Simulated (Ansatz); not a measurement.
System: CF, charge 1, multiplicity 1. SMILES: [C][F+]
Coordinates optimised at B3LYP-D3(BJ)/def2-TZVP (Ansatz, a first-principles code):
```
C
F 1 1.1559
```
Charge +1, spin multiplicity 1.

Question: Give the harmonic wavenumbers at B3LYP-D3(BJ)/def2-TZVP (Ansatz, finite differences of forces, unscaled).

Answer: 1788 cm⁻¹. Zero-point energy 2.6 kcal/mol.

Question: From these and the geometry, give the ideal-gas thermochemistry at 298.15 K and 1 atm (rigid rotor, harmonic oscillator).

Answer: Point group C∞v, rotational symmetry number 1. Rotational constants 51.4, 51.4 GHz. S(trans) 36.23, S(rot) 11.52, S(vib) 0.00, S(elec, spin only) 0.00, S 47.7 cal/(mol K). H(298) - H(0) 2.07 kcal/mol; G - E(el) -9.6 kcal/mol.
